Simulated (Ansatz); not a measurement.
Ansatz (a first-principles code) input file for C3H6NO, SMILES O=CN([CH2])C, multiplicity 2, PBE/def2-SVPD. Coordinates come from a PBE0-D3(BJ)/def2-SVP optimisation. The isomer is the one that the SMILES or the coordinates give; other isomers of the formula were not compared. One conformer was computed; it need not be the lowest.

Ansatz 0.2 input:
```yaml
crystal:
  periodic: [false, false, false]
  atoms:
    - {symbol: C, position_ang: [-1.43041540, -0.36505808, 0.00000000]}
    - {symbol: N, position_ang: [-0.05979591, -0.36368300, 0.00000000]}
    - {symbol: C, position_ang: [0.65675487, -1.61736031, 0.00000000]}
    - {symbol: C, position_ang: [0.63047612, 0.82978795, -0.00000000]}
    - {symbol: O, position_ang: [0.10784610, 1.91890890, -0.00000000]}
    - {symbol: H, position_ang: [-1.95061535, -1.31973476, 0.00000000]}
    - {symbol: H, position_ang: [-1.92749904, 0.60197088, 0.00000000]}
    - {symbol: H, position_ang: [0.41101763, -2.21179219, 0.89438580]}
    - {symbol: H, position_ang: [1.73725118, -1.42019826, 0.00000000]}
    - {symbol: H, position_ang: [0.41101762, -2.21179219, -0.89438581]}
    - {symbol: H, position_ang: [1.73373701, 0.67183897, -0.00000000]}
basis:
  gaussian:
    orbitals: def2-SVPD
hamiltonian:
  xc: {name: PBE}
magnetization: {spin_polarized: true, initial_magnetization: 1}
```

Program output:

```
WARN ansatz: RAYON_NUM_THREADS=1 ignored (pool sized by the plan → 1); use --threads N
Functional definition: PBE
integrals: 0.07 GiB planned
1251 factors; their error is unknown
mean field: 0.67 GiB planned
mean field evaluation 1: about -6722.8026 eV, gradient 4.6e1 eV
mean field evaluation 2: about -6684.5300 eV, gradient 1.0e2 eV
mean field evaluation 4: about -6731.5915 eV, gradient 9.9e0 eV
mean field evaluation 8: about -6732.0504 eV, gradient 3.0e-1 eV
mean field evaluation 16: about -6731.9757 eV, gradient 1.7e-3 eV
mean field -6731.97571062 eV, -247.3955442682 hartree, gradient 4.8e-5 eV, S^2 0.753806; 0 other end points of the search recorded, 0 dependent functions left out
reference -6731.97575457 eV, -247.3955458834 hartree; 20, 19 occupied and 131, 132 virtual orbitals, 1251 factors
Total energy: -6731.97575457 eV, -247.3955458834 hartree
```

The calculation finished and met its thresholds.
